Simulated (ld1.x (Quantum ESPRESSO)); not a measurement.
**oxygen (O): PAW pseudisation with PBEsol, scalar-relativistic reference atom.**

O, PAW, made with ld1.x (Quantum ESPRESSO) 7.5 (PBEsol, scalar-relativistic). Core [He], reference 2s2 2p4. Waves: 2s (bound): rcut 0.70, rcutus 0.95 bohr; 2s channel at -1.4 Ry: rcut 0.70, rcutus 0.95 bohr; 2p (bound): rcut 1.50, rcutus 1.85 bohr; 2p channel at 1.25 Ry: rcut 1.50, rcutus 1.85 bohr; 3d channel at 0.05 Ry: rcut 1.35, rcutus 1.75 bohr; 3d channel at 2.5 Ry: rcut 1.35, rcutus 1.75 bohr. Local part: all-electron potential smoothed inside 0.95 bohr (lloc = -1). Core correction: Bessel-smoothed model core inside 0.70 bohr. Augmentation charge: PSQ, inside the norm-conserving radii.

What the tests gave:

```json
{
  "Largest excitation error": "-39 meV (all-electron minus pseudo) for 2s2 2p1, out of 7 test configurations",
  "Lowest eigenvalue of the overlap operator": "-0.29 (p channel); it is negative, so in a basis up to 400 Ry S is not positive definite and the file is unfit for use",
  "Density cutoff estimated by the generator": "470 Ry"
}
```

The ghost test of this file was not conclusive. Its overlap operator is not positive definite in a basis up to 400 Ry (lowest eigenvalue p -0.29), so the file is unfit for use: the generalised eigenproblem breaks down once the basis is large enough, and its test numbers describe a broken file.

Generation and tests took about 1 s on one core of a shared server CPU.
